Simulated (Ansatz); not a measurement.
Consider the ligand exchange at a Ga–C bond: `C/C(O)=[CH]/[GaH2]` + CH₃OH → `C[O][GaH2]` + `C=C(C)O`.

Gas-phase electronic energies from Ansatz, PBE0-D4/def2-TZVP geometries. CCSD(T)/CBS is the MP2 limit (def2-TZVPP, def2-QZVPP) plus CCSD(T) − MP2 in def2-TZVPP, frozen cores. This one scheme is used for every species. For Ga outer-core shells are correlated without core-valence functions, which leaves a few kJ/mol of doubt a bond. Scalar relativity is left out up to krypton. Each species was taken in one conformer, which may not be the lowest.

```json
{"species": "`C/C(O)=[CH]/[GaH2]`", "CCSD(T)/CBS(def2) energy (Eh)": "-2117.45590"}
{"species": "CH₃OH", "CCSD(T)/CBS(def2) energy (Eh)": "-115.61712"}
{"species": "`C[O][GaH2]`", "CCSD(T)/CBS(def2) energy (Eh)": "-2040.16771"}
{"species": "`C=C(C)O`", "CCSD(T)/CBS(def2) energy (Eh)": "-192.92321"}
```

Problem. Work out ΔE.

Solution. ΔE = (-2040.16771) + (-192.92321) − (-2117.45590) − (-115.61712) = -0.01790 Eh = -47.0 kJ/mol.

Largest T1 diagnostic among the species: 0.015.

The D4 term adds +4.1 kJ/mol with B3LYP and +2.3 kJ/mol with PBE0; it sums over pairs of atoms, weighted by their polarisabilities, and B3LYP, whose exchange is more repulsive, gets the larger term. In def2-TZVPP, CCSD(T) changes the Hartree–Fock value by +10.9 kJ/mol (the triples alone add +1.8 kJ/mol) and MP2 by +13.1 kJ/mol.

B3LYP here is the variant with VWN-RPA as its local correlation; programs differ in this.
